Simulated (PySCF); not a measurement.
From one molecule to another.

First species: C4H10FNSi2.
SMILES: `CN[Si@@H]1[SiH2]C(F)=C1C`

Second species: C3H9NSi2.
SMILES: `C=NC1[SiH2]C[SiH2]1`

Levels: PBE0/pcSseg-1 for dipole moment, HOMO energy, LUMO energy and HOMO–LUMO gap; GFN2-xTB for rotational constant A and rotational constant C. Geometries: GFN2-xTB. Each species is one conformer at its optimised geometry, gas phase, non-relativistic unless stated; the electronic structure was computed with PySCF and density fitting.

Dipoles, sizes and rotational constants follow the conformer. The torsions of the flexible species, by atom-mapped SMILES:
- `[CH3:1][NH:2][Si@@H:3]1[SiH2:4][C:5]([F:6])=[C:7]1[CH3:8]`: C1–N2–Si3–Si4 -92°
- `[CH2:1]=[N:2][CH:3]1[SiH2:4][CH2:5][SiH2:6]1`: C1–N2–C3–Si4 -130°

**Question.** Which has the higher rotational constant C?

**Answer.** The second: 1.323 GHz against 0.707 GHz, a difference of 0.616 GHz.

**Question.** Which of the two has the higher LUMO energy, and by how much?

**Answer.** The first: 0.00 eV against -0.15 eV, a difference of 0.15 eV.

**Question.** Which of the two has the higher rotational constant A, and by how much?

**Answer.** The second: 3.475 GHz against 2.164 GHz, a difference of 1.311 GHz.

**Question.** Which of the two has the higher HOMO energy, and by how much?

**Answer.** The first: -6.63 eV against -6.99 eV, a difference of 0.36 eV.

**Question.** Which of the two has the higher dipole moment, and by how much?

**Answer.** The first: 2.69 D against 1.06 D, a difference of 1.63 D.

**Question.** Which has the higher HOMO–LUMO gap?

**Answer.** The second: 6.84 eV against 6.63 eV, a difference of 0.21 eV.

On the first: The dipole equals about 9.0 × 10⁻³⁰ C·m (1 D = 3.33564 × 10⁻³⁰ C·m).

On the second: The dipole matches unit charges of opposite sign 0.22 Å apart (1 e·Å = 4.8032 D).
